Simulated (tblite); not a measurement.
Record of a relaxation.

C5H15OPSi2.
SMILES with atom numbers: `[CH3:1][CH:2]([CH3:3])[C@H:4]([SiH2:5][PH2:6])[SiH2:7][CH:8]=[O:9]` (hydrogens: H10, H11, H12 on C1; H13 on C2; H14, H15, H16 on C3; H17 on C4; H18, H19 on Si5; H20, H21 on P6; H22, H23 on Si7; H24 on C8)

Computed with GFN2-xTB (tblite), gas phase: L-BFGS steps from a force-field or distance-geometry start until the largest atomic force falls under 0.01 eV/Å. 8 of its 276 geometries are shown.

Step 0: E = -769.7788 eV, largest atomic force 2.255 eV/Å
```
atom  x, y, z in Å  |  force x, y, z in eV/Å
C1     -2.467    0.211   -0.058   -1.311  -0.716   0.134
C2     -1.232   -0.539   -0.519   -1.107  -0.024  -1.099
C3     -1.199   -1.809    0.261   -1.172  -1.888   0.384
C4     -0.019    0.314   -0.551   -0.263   1.387  -0.372
Si5     1.557   -0.501   -1.067    1.758   0.219  -0.903
P6      2.511   -1.751    0.436   -0.625  -1.808   1.042
Si7     0.191    1.444    0.926   -0.835  -0.079   0.908
C8      1.288    2.825    0.318    1.445   0.104   0.864
O9      2.367    3.037    0.849   -0.753   0.191  -0.691
H10    -2.533    0.166    1.054   -0.088   0.397  -0.898
H11    -2.504    1.241   -0.416   -0.148  -0.280   0.060
H12    -3.329   -0.391   -0.484    0.579   1.018   0.665
H13    -1.459   -0.813   -1.571    0.344   0.062   0.156
H14    -1.864   -1.727    1.146    0.586  -0.172  -0.343
H15    -1.661   -2.603   -0.385    0.433   0.393   0.712
H16    -0.247   -2.189    0.594    0.399   0.203  -0.069
H17    -0.217    1.043   -1.379    0.182  -0.332   0.296
H18     1.353   -1.249   -2.320    0.025  -0.135   0.249
H19     2.495    0.599   -1.376   -0.137   0.075  -0.201
H20     3.668   -2.462   -0.018   -0.469   1.297   0.612
H21     2.635   -1.154    1.736    0.678  -0.216  -1.359
H22     0.792    0.777    2.068    0.047  -0.036   0.176
H23    -1.081    2.125    1.289    0.329  -0.092   0.024
H24     0.943    3.423   -0.526    0.102   0.431  -0.347
```

Step 39: E = -771.3259 eV, largest atomic force 0.268 eV/Å
```
atom  x, y, z in Å  |  force x, y, z in eV/Å
C1     -2.627    0.161   -0.394   -0.010  -0.028  -0.031
C2     -1.304   -0.579   -0.584    0.027  -0.025  -0.005
C3     -1.211   -1.722    0.414   -0.039  -0.093   0.047
C4     -0.080    0.342   -0.491    0.038   0.121  -0.129
Si5     1.545   -0.534   -1.082   -0.220   0.150  -0.031
P6      2.528   -1.900    0.390   -0.053  -0.021   0.150
Si7     0.159    1.317    1.129    0.151   0.051  -0.061
C8      1.443    2.643    0.561   -0.098   0.061   0.086
O9      2.552    2.800    1.004   -0.074  -0.109   0.013
H10    -2.680    0.623    0.588    0.046   0.021   0.000
H11    -2.760    0.928   -1.152    0.052   0.083  -0.006
H12    -3.462   -0.532   -0.476    0.042  -0.041  -0.032
H13    -1.304   -1.004   -1.597   -0.039  -0.021   0.049
H14    -1.349   -1.341    1.427    0.024  -0.085  -0.059
H15    -1.982   -2.466    0.204    0.088   0.059   0.110
H16    -0.235   -2.205    0.349   -0.088  -0.032   0.057
H17    -0.235    1.122   -1.247   -0.005  -0.007  -0.088
H18     1.164   -1.361   -2.238    0.089  -0.012   0.000
H19     2.482    0.509   -1.520   -0.037   0.035  -0.039
H20     3.779   -1.742   -0.167    0.073  -0.027  -0.033
H21     2.784   -0.936    1.355   -0.038  -0.018  -0.077
H22     0.693    0.513    2.221    0.036  -0.024   0.077
H23    -1.018    2.068    1.581    0.022   0.017  -0.037
H24     1.104    3.317   -0.264    0.013  -0.056   0.039
```

Step 79: E = -771.3867 eV, largest atomic force 0.064 eV/Å
```
atom  x, y, z in Å  |  force x, y, z in eV/Å
C1     -2.631    0.110   -0.466    0.018   0.004   0.007
C2     -1.298   -0.629   -0.571    0.000  -0.027  -0.008
C3     -1.210   -1.669    0.540   -0.001  -0.010   0.010
C4     -0.103    0.339   -0.567   -0.013   0.013   0.021
Si5     1.533   -0.478   -1.173   -0.004  -0.028   0.057
P6      2.479   -1.776    0.390   -0.010   0.033  -0.012
Si7     0.131    1.294    1.069    0.015   0.030   0.025
C8      1.499    2.584    0.697    0.042   0.013   0.022
O9      2.608    2.542    1.169   -0.036  -0.011  -0.034
H10    -2.742    0.550    0.522   -0.014   0.028  -0.006
H11    -2.702    0.901   -1.209    0.005  -0.009  -0.003
H12    -3.457   -0.582   -0.623    0.018   0.020  -0.003
H13    -1.289   -1.156   -1.532   -0.004  -0.026  -0.031
H14    -1.272   -1.188    1.514    0.009  -0.006  -0.011
H15    -2.033   -2.379    0.463    0.033   0.016  -0.032
H16    -0.274   -2.222    0.485    0.003   0.008   0.005
H17    -0.312    1.098   -1.332   -0.038  -0.021  -0.004
H18     1.254   -1.340   -2.329   -0.026  -0.009  -0.016
H19     2.432    0.595   -1.620   -0.023   0.022  -0.006
H20     3.704   -1.825   -0.249   -0.003  -0.005   0.001
H21     2.873   -0.718    1.188    0.023  -0.005   0.010
H22     0.596    0.466    2.180   -0.008  -0.003   0.014
H23    -1.043    2.086    1.461    0.001  -0.012  -0.018
H24     1.246    3.417    0.001    0.011  -0.015   0.012
```

Step 118: E = -771.4117 eV, largest atomic force 0.052 eV/Å
```
atom  x, y, z in Å  |  force x, y, z in eV/Å
C1     -2.657    0.061   -0.536    0.002   0.010   0.013
C2     -1.305   -0.648   -0.561   -0.009  -0.001   0.000
C3     -1.224   -1.655    0.581   -0.005   0.012  -0.003
C4     -0.145    0.361   -0.544   -0.010  -0.016  -0.005
Si5     1.504   -0.420   -1.153    0.028   0.001  -0.017
P6      2.568   -1.514    0.480   -0.002  -0.017  -0.013
Si7     0.053    1.325    1.091   -0.012  -0.018  -0.005
C8      1.600    2.420    0.804   -0.033   0.016  -0.019
O9      2.723    2.039    1.030    0.051  -0.009   0.007
H10    -2.778    0.611    0.393   -0.016   0.009   0.016
H11    -2.742    0.761   -1.365   -0.002  -0.005   0.000
H12    -3.465   -0.662   -0.616   -0.003  -0.001  -0.003
H13    -1.243   -1.206   -1.504    0.000   0.015  -0.004
H14    -1.440   -1.173    1.531   -0.002   0.020   0.005
H15    -1.953   -2.448    0.432    0.001  -0.022  -0.001
H16    -0.234   -2.101    0.639    0.009  -0.009  -0.024
H17    -0.379    1.110   -1.311   -0.010   0.002  -0.005
H18     1.191   -1.377   -2.226    0.019   0.003   0.019
H19     2.314    0.653   -1.749   -0.024  -0.023  -0.003
H20     3.615   -1.901   -0.339    0.000  -0.004   0.015
H21     3.249   -0.408    0.938    0.008   0.025   0.024
H22     0.334    0.498    2.263    0.006   0.000  -0.023
H23    -1.059    2.251    1.345    0.003   0.001   0.008
H24     1.461    3.441    0.386    0.002   0.010   0.017
```

Step 157: E = -771.4239 eV, largest atomic force 0.061 eV/Å
```
atom  x, y, z in Å  |  force x, y, z in eV/Å
C1     -2.655    0.107   -0.474   -0.001   0.006   0.003
C2     -1.319   -0.622   -0.601   -0.011  -0.008   0.011
C3     -1.210   -1.692    0.478   -0.009  -0.014   0.014
C4     -0.134    0.356   -0.575   -0.004  -0.011   0.000
Si5     1.500   -0.499   -1.133   -0.011  -0.008  -0.011
P6      2.554   -1.451    0.591    0.030   0.009   0.014
Si7     0.078    1.308    1.063    0.013   0.016   0.004
C8      1.577    2.472    0.772    0.040  -0.014   0.008
O9      2.722    2.088    0.813   -0.053   0.020  -0.022
H10    -2.735    0.587    0.498   -0.009   0.002   0.000
H11    -2.756    0.868   -1.244    0.001  -0.002   0.000
H12    -3.481   -0.595   -0.576    0.012   0.001  -0.014
H13    -1.305   -1.122   -1.577   -0.016   0.008   0.004
H14    -1.352   -1.254    1.462    0.005   0.005   0.010
H15    -1.974   -2.454    0.332   -0.012  -0.003   0.000
H16    -0.236   -2.178    0.454   -0.001   0.010  -0.019
H17    -0.337    1.106   -1.349    0.007  -0.003   0.000
H18     1.159   -1.569   -2.085    0.014   0.011   0.002
H19     2.306    0.487   -1.863    0.006   0.014  -0.002
H20     3.654   -1.824   -0.161    0.002  -0.007   0.005
H21     3.160   -0.293    1.026    0.005  -0.018  -0.006
H22     0.429    0.459    2.201   -0.003  -0.011   0.005
H23    -1.045    2.191    1.404    0.000   0.005  -0.018
H24     1.388    3.545    0.550   -0.006  -0.008   0.010
```

Step 196: E = -771.5034 eV, largest atomic force 0.182 eV/Å
```
atom  x, y, z in Å  |  force x, y, z in eV/Å
C1     -2.662    0.085   -0.520   -0.043   0.027  -0.016
C2     -1.312   -0.626   -0.612   -0.018   0.030  -0.029
C3     -1.229   -1.716    0.453   -0.013   0.071  -0.029
C4     -0.156    0.379   -0.524   -0.002  -0.047   0.006
Si5     1.550   -0.400   -0.996   -0.044  -0.071  -0.162
P6      2.786   -1.099    0.730    0.096   0.017   0.042
Si7    -0.096    1.384    1.077    0.001  -0.029   0.054
C8      1.547    2.326    0.821    0.051   0.118  -0.029
O9      2.406    1.897    0.086   -0.046   0.043   0.053
H10    -2.796    0.542    0.458    0.024  -0.049  -0.006
H11    -2.748    0.867   -1.273    0.057  -0.019   0.002
H12    -3.471   -0.622   -0.681   -0.037  -0.035   0.009
H13    -1.258   -1.107   -1.596    0.001  -0.017   0.007
H14    -1.318   -1.280    1.445    0.036  -0.005   0.019
H15    -2.045   -2.427    0.328    0.047  -0.010  -0.030
H16    -0.285   -2.254    0.388   -0.005   0.044   0.013
H17    -0.317    1.105   -1.332   -0.034  -0.009   0.044
H18     1.190   -1.640   -1.729    0.004   0.011   0.051
H19     2.255    0.390   -2.006    0.016   0.052  -0.012
H20     3.518   -1.984   -0.045   -0.053  -0.024   0.040
H21     3.769   -0.135    0.626   -0.074  -0.015   0.007
H22     0.080    0.643    2.331   -0.025   0.015  -0.026
H23    -1.142    2.402    1.232    0.016   0.014   0.013
H24     1.724    3.289    1.346    0.047  -0.112  -0.022
```

Step 236: E = -771.5412 eV, largest atomic force 0.036 eV/Å
```
atom  x, y, z in Å  |  force x, y, z in eV/Å
C1     -2.681    0.020   -0.541   -0.023   0.011   0.005
C2     -1.303   -0.634   -0.620   -0.013   0.021  -0.001
C3     -1.158   -1.680    0.480    0.008   0.005  -0.016
C4     -0.186    0.417   -0.567    0.008  -0.015   0.003
Si5     1.525   -0.336   -1.067   -0.018   0.012   0.017
P6      2.736   -0.860    0.745   -0.026   0.009  -0.013
Si7    -0.108    1.417    1.042   -0.014  -0.003  -0.012
C8      1.614    2.239    0.902    0.012   0.012  -0.019
O9      2.414    1.895    0.064   -0.006  -0.014   0.006
H10    -2.825    0.495    0.427    0.012  -0.002   0.017
H11    -2.793    0.779   -1.312   -0.002  -0.015  -0.012
H12    -3.463   -0.725   -0.677   -0.002   0.001  -0.001
H13    -1.235   -1.145   -1.589    0.014   0.008   0.016
H14    -1.382   -1.247    1.452    0.001  -0.003  -0.015
H15    -1.844   -2.508    0.310   -0.001   0.000   0.000
H16    -0.143   -2.073    0.504    0.011  -0.007   0.004
H17    -0.404    1.140   -1.364    0.023  -0.024   0.013
H18     1.194   -1.619   -1.731    0.012  -0.001  -0.009
H19     2.210    0.447   -2.095    0.004   0.003  -0.005
H20     3.201   -2.063    0.244    0.008  -0.008   0.005
H21     3.876   -0.192    0.356   -0.004  -0.013  -0.009
H22    -0.088    0.683    2.308    0.003  -0.003   0.014
H23    -1.069    2.525    1.131   -0.013   0.008  -0.002
H24     1.900    3.042    1.606    0.006   0.017   0.014
```

Step 275: E = -771.5442 eV, largest atomic force 0.009 eV/Å
```
atom  x, y, z in Å  |  force x, y, z in eV/Å
C1     -2.677    0.006   -0.512    0.000   0.000   0.004
C2     -1.294   -0.631   -0.618   -0.001   0.002   0.000
C3     -1.118   -1.686    0.469    0.000  -0.001  -0.001
C4     -0.184    0.428   -0.575   -0.003   0.004   0.002
Si5     1.529   -0.316   -1.076    0.002   0.003   0.001
P6      2.693   -0.888    0.748    0.002  -0.007  -0.003
Si7    -0.118    1.445    1.024    0.002   0.006  -0.002
C8      1.604    2.274    0.902   -0.003  -0.005   0.002
O9      2.439    1.886    0.119    0.002  -0.001   0.001
H10    -2.804    0.482    0.458    0.002  -0.002   0.001
H11    -2.815    0.760   -1.284    0.000  -0.009   0.003
H12    -3.453   -0.749   -0.628    0.005   0.003  -0.002
H13    -1.232   -1.134   -1.591   -0.003   0.000   0.000
H14    -1.329   -1.263    1.449    0.002   0.003   0.000
H15    -1.799   -2.518    0.305   -0.001   0.002  -0.002
H16    -0.099   -2.070    0.474   -0.001  -0.002  -0.002
H17    -0.407    1.140   -1.379    0.002   0.002  -0.001
H18     1.204   -1.564   -1.805    0.001  -0.004   0.002
H19     2.239    0.502   -2.060   -0.002   0.003   0.000
H20     3.062   -2.141    0.286    0.000   0.002   0.003
H21     3.881   -0.328    0.333   -0.004   0.004  -0.001
H22    -0.102    0.723    2.298   -0.003  -0.001  -0.002
H23    -1.089    2.546    1.097    0.003   0.001  -0.003
H24     1.859    3.116    1.573   -0.001  -0.002  -0.002
```

**Question.** Summarise the path.

**Answer.** The energy falls by 1.7654 eV from step 0 to step 275; nine tenths of that is first reached at step 55. It rises by more than 0.2 meV at step 178. The largest force goes from 2.255 to 0.009 eV/Å. Among the bonds C4–Si5 changes most, from 1.847 to 1.933 Å; the atoms move by 0.895 Å rms after alignment.

**Question.** Follow the three bonds and two angles with the largest change from start to end.

**Answer.** 
```tsv
step	E above end (eV)	largest force (eV/Å)	C4–Si5 (Å)	Si5–P6 (Å)	P6–H21 (Å)	H20–P6–H21 (°)	Si5–P6–H21 (°)
0	1.7654	2.255	1.847	2.175	1.436	115.1	115.1
12	0.4157	0.292	1.929	2.234	1.384	91.0	97.3
24	0.3526	0.174	1.923	2.250	1.383	91.5	95.6
36	0.2479	0.270	1.931	2.254	1.378	92.0	94.5
48	0.1876	0.127	1.929	2.237	1.384	92.3	97.1
60	0.1691	0.071	1.921	2.240	1.381	92.2	95.5
72	0.1620	0.062	1.927	2.237	1.384	92.2	94.9
84	0.1546	0.078	1.925	2.237	1.382	92.4	94.9
96	0.1474	0.054	1.923	2.241	1.380	92.6	95.8
108	0.1374	0.067	1.927	2.237	1.379	92.7	94.7
120	0.1320	0.055	1.924	2.234	1.376	92.7	94.9
132	0.1278	0.040	1.927	2.236	1.379	92.7	95.3
143	0.1253	0.032	1.926	2.237	1.377	92.8	95.6
155	0.1208	0.095	1.927	2.236	1.376	92.9	95.2
167	0.1159	0.079	1.928	2.235	1.377	92.6	95.5
179	0.0909	0.124	1.930	2.235	1.381	92.8	96.3
191	0.0531	0.119	1.936	2.247	1.378	91.9	96.2
203	0.0278	0.096	1.936	2.240	1.379	92.6	96.3
215	0.0093	0.069	1.931	2.243	1.377	91.9	95.8
227	0.0052	0.026	1.934	2.241	1.377	92.3	96.2
239	0.0024	0.035	1.935	2.241	1.377	92.3	95.8
251	0.0015	0.020	1.933	2.240	1.377	92.3	95.5
263	0.0006	0.025	1.934	2.239	1.377	92.1	95.6
275	0.0000	0.009	1.933	2.239	1.377	92.2	95.7
```

The cost below is that of the whole relaxation. The run took 13 s on one thread, Intel Xeon at 2.50 GHz (x86_64), no GPU (shared host).
